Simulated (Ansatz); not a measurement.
Cost and result for the atomization energy of AlAsCl$_{3}$H$_{3}$ (`[Cl][Al-]([Cl])([Cl])[AsH3+]`) (8 atoms, 7 bonds).

Total charge 0; spin multiplicity 1. Correlated methods include outer-core shells of As, which these sets cover unevenly. Scalar relativity is left out up to krypton. All single points use the PBE0-D4/def2-TZVP geometry. Program: Ansatz. All runs use 4 threads of an Arm Neoverse V1 on a shared host. Times are those of one run each, without the atoms' runs, and a repeat can differ threefold. Electronic energies, without spin–orbit coupling; frozen cores. CCSD(T)/CBS adds CCSD(T) − MP2 in def2-TZVPP to the MP2 limit, and its time is that of the two runs behind it. T1 = 0.009. With those shells the extrapolation isn't a true limit.

CCSD(T)/CBS is a level of theory with its own doubt, some kJ/mol a heavy atom from the limit and from the frozen cores, so smaller differences don't rank the functionals.

| level | functions | wall time | atomization (kJ/mol) | difference from CCSD(T)/CBS | per bond |
| --- | --- | --- | --- | --- | --- |
| revPBE-D4/def2-TZVPP | 258 | 3.1 s | 2236.4 | -63.3 | -9.1 |
| BLYP-D4/def2-TZVPP | 258 | 3.1 s | 2241.7 | -58.0 | -8.3 |
| PBE0-D4/def2-TZVPP | 258 | 6.5 s | 2273.1 | -26.6 | -3.8 |
| BHLYP-D4/def2-TZVPP | 258 | 7 s | 2234.5 | -65.2 | -9.3 |
| CAM-B3LYP-D4/def2-TZVPP | 258 | 7 s | 2271.0 | -28.7 | -4.1 |
| r2SCAN-D4/def2-TZVPP (with forces) | 258 | 8 s | 2312.4 | 12.7 | 1.8 |
| B2PLYP/def2-TZVPP | 258 | 8.5 s | 2236.3 | -63.4 | -9.1 |
| CCSD(T)/def2-SVP | 119 | 9 s | 2111.7 | -188.0 | -26.9 |
| ωB97X-V/def2-TZVPP | 258 | 14 s | 2319.1 | 19.4 | 2.8 |
| B97M-V/def2-TZVPP | 258 | 16 s | 2339.6 | 39.9 | 5.7 |
| MP2/def2-QZVPP | 459 | 28 s | 2307.8 | 8.1 | 1.2 |
| CCSD(T)/def2-TZVPP | 258 | 4.7 min | 2225.8 | -73.9 | -10.6 |
| CCSD(T)/CBS(def2) | – | 5.1 min | 2299.7 | 0.0 | 0.0 |

From BLYP to BHLYP (50 % exact exchange), in def2-TZVPP and without D4, the atomization energy moves by +9.5 kJ/mol. The D4 term adds +48.0 kJ/mol with B3LYP and +25.7 kJ/mol with PBE0; it sums over pairs of atoms, weighted by their polarisabilities, and B3LYP, whose exchange is more repulsive, gets the larger term. Leaving LDA and LC-ωPBE aside and taking each functional with its dispersion term where it has one, the values spread over 105.1 kJ/mol, from BHLYP-D4 to B97M-V. LDA lies +319.6 kJ/mol from PBE without D4, its usual overbinding.

B3LYP here is the variant with VWN-RPA as its local correlation; programs differ in this.
